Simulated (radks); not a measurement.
Spherical quantum dot in the effective-mass picture: electrons in a parabolic well V = omega^2 r^2 / 2 with omega = 0.108, all in effective atomic units (hartree* = m*/eps^2 hartree, bohr* = eps/m* bohr), one dielectric constant everywhere. Calculated with a radial shooting solver with Libxc functionals: non-relativistic Kohn-Sham, LDA (Slater exchange, Perdew-Wang correlation), spin-polarised, spherical densities. Levels are named by radial order and angular momentum (1s, 1p, 1d, 2s, ...), and open shells are averaged over m.

N = 13, configuration 1s2 1p6 1d(up 5, down 0). This is the lowest configuration that the search found. Occupied and some empty levels:

| level | occupation | eigenvalue (hartree*) | <r> (bohr*) |
|---|---|---|---|
| 1s up | 1 | 1.7361 | 6.712 |
| 1s down | 1 | 1.7502 | 6.373 |
| 1p up | 3 | 1.7647 | 7.716 |
| 1p down | 3 | 1.7820 | 7.632 |
| 1d up | 5 | 1.8031 | 8.414 |
| 1d down | 0 | 1.8212 | 8.437 |
| 2s up | 0 | 1.8295 | 6.546 |
| 2s down | 0 | 1.8378 | 6.719 |
| 1f up | 0 | 1.8494 | 8.978 |
| 1f down | 0 | 1.8674 | 9.050 |
| 2p up | 0 | 1.8852 | 7.556 |
| 2p down | 0 | 1.8951 | 7.566 |

Energy (hartree*): total 13.8609, kinetic 0.80295, external 4.9410, Hartree 9.7832, exchange-correlation -1.6662.

Electron density:

| r (bohr*) | n(r) (e/bohr*^3) |
|---|---|
| 0.323 | 0.001355 |
| 1.13 | 0.001464 |
| 1.95 | 0.001690 |
| 2.76 | 0.002018 |
| 3.57 | 0.002425 |
| 4.38 | 0.002862 |
| 5.19 | 0.003261 |
| 6.00 | 0.003526 |
| 6.81 | 0.003550 |
| 7.63 | 0.003258 |
| 8.44 | 0.002665 |
| 9.25 | 0.001899 |
| 10.1 | 0.001158 |
| 10.9 | 0.0005966 |
| 11.7 | 0.0002576 |
| 12.5 | 0.00009311 |
| 13.3 | 0.00002775 |
| 14.1 | 7.051e-06 |
| 14.9 | 1.507e-06 |
| 15.7 | 2.734e-07 |
